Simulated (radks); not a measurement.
Initial-state core-level shifts of the scandium ion Sc+ when its valence configuration changes from [Ar] 3d1 4s1. Method: scalar-relativistic Kohn-Sham, r2SCAN, spin-polarised, spherical densities, finite nucleus; open shells are filled with parallel spins first; meta-GGA in the generalised Kohn-Sham scheme; Fermi nuclear charge, rms radius 3.5459 fm; computed with a radial shooting solver on a logarithmic mesh with Libxc functionals. Shifts are changes of the shell-averaged eigenvalues in eV (positive: less bound); the change of the density at the nucleus, which sets a Mossbauer isomer shift, is in e/bohr^3, on a base of 7288.

valence              2s      2p      3s      3p  density at nucleus
3d1 4s0.5 4p0.5  -0.605  -0.606  -0.614  -0.607             -1.8874
4s2              -6.825  -6.760  -5.660  -5.359             +5.9349
3d2              +5.019  +4.966  +4.436  +4.201             -4.5836
3d1 4p1          -1.200  -1.203  -1.215  -1.202             -3.6136
3d0.5 4s1.5      -3.250  -3.219  -2.761  -2.621             +2.6062
4s1 4p1          -7.744  -7.678  -6.566  -6.246             +2.0326
3d0.5 4s1 4p0.5  -3.683  -3.652  -3.191  -3.039             +0.8755
3d1.5 4p0.5      +2.118  +2.087  +1.749  +1.625             -4.1784
3d0.5 4p1.5      -4.920  -4.890  -4.407  -4.237             -2.8737
